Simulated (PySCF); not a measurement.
Predicted microwave data (PBE0-D3(BJ)/def2-SVP geometry optimisation, gas phase in PySCF) for one isomer of C8H10OS:

```
Rotational constants : A = 1547, B = 914.8, C = 579.0 MHz
Dipole components    : |μa| = 2.07 D, |μb| = 1.84 D, |μc| = 0.00 D
Inertial defect      : -6.41 u·Å²
κ                    : -0.31
```

Question: Which structure is it? (One computed conformer of each.)
A. `[CH3:1][CH2:2][O:3][c:4]1[cH:5][cH:6][cH:7][cH:8][c:9]1[SH:10]` with C1–C2–O3–C4 180°, C2–O3–C4–C5 0°, C8–C9–S10–H 180°
B. `[CH3:1][O:2][c:3]1[cH:4][cH:5][c:6]([S:7][CH3:8])[cH:9][cH:10]1` with C1–O2–C3–C4 180°, C5–C6–S7–C8 1°
C. `[CH:1]#[C:2][C@@:3]1([S@@:4]([CH3:5])=[O:6])[C@@H:7]2[CH2:8][CH2:9][C@H:10]12` with C2–C3–S4–C5 -59°
D. `[CH:1]#[C:2][C@@H:3]1[CH2:4][S:5][CH2:6][C@@H:7]([CH3:8])[C:9]1=[O:10]` with C2–C3–C4–S5 -64°, C3–C4–S5–C6 -57°, C4–S5–C6–C7 57°, S5–C6–C7–C8 175°
E. `[CH3:1][S@@:2](=[O:3])[CH2:4][c:5]1[cH:6][cH:7][cH:8][cH:9][cH:10]1` with C1–S2–C4–C5 67°, S2–C4–C5–C6 -110°

Answer: A. It is CCOc1ccccc1S, an asymmetric top, point group Cs. The candidates at the same level (rigid rotor, commonest isotopes):

| SMILES | A (MHz) | B (MHz) | C (MHz) | μa (D) | μb (D) | μc (D) | Δ (u·Å²) | point group | rotor |
| --- | --- | --- | --- | --- | --- | --- | --- | --- | --- |
| COc1ccc(SC)cc1 | 3861 | 545.9 | 481.3 | 0.72 | 0.23 | 0.00 | -6.53 | Cs | near-prolate asymmetric top |
| CCOc1ccccc1S | 1547 | 914.8 | 579.0 | 2.07 | 1.84 | 0.00 | -6.41 | Cs | asymmetric top |
| C[S@@](=O)Cc1ccccc1 | 2836 | 638.3 | 596.8 | 3.88 | 1.16 | 0.93 | -123.07 | C1 | near-prolate asymmetric top |
| C#C[C@@H]1CSC[C@@H](C)C1=O | 1341 | 1137 | 829.2 | 0.36 | 0.86 | 0.60 | -212.13 | C1 | asymmetric top |
| C#C[C@@]1([S@@](C)=O)[C@@H]2CC[C@@H]21 | 1573 | 1126 | 876.4 | 2.49 | 1.17 | 3.12 | -193.57 | C1 | asymmetric top |

`COc1ccc(SC)cc1` has A 150 % too high; `C[S@@](=O)Cc1ccccc1` has A 83 % too high; `C#C[C@@H]1CSC[C@@H](C)C1=O` has C 43 % too high; `C#C[C@@]1([S@@](C)=O)[C@@H]2CC[C@@H]21` has C 51 % too high. In the right answer the mirror of this Cs structure is the ab plane, so μc vanishes by symmetry (the 0.01 D computed is a residue). No structure here is proved a minimum.
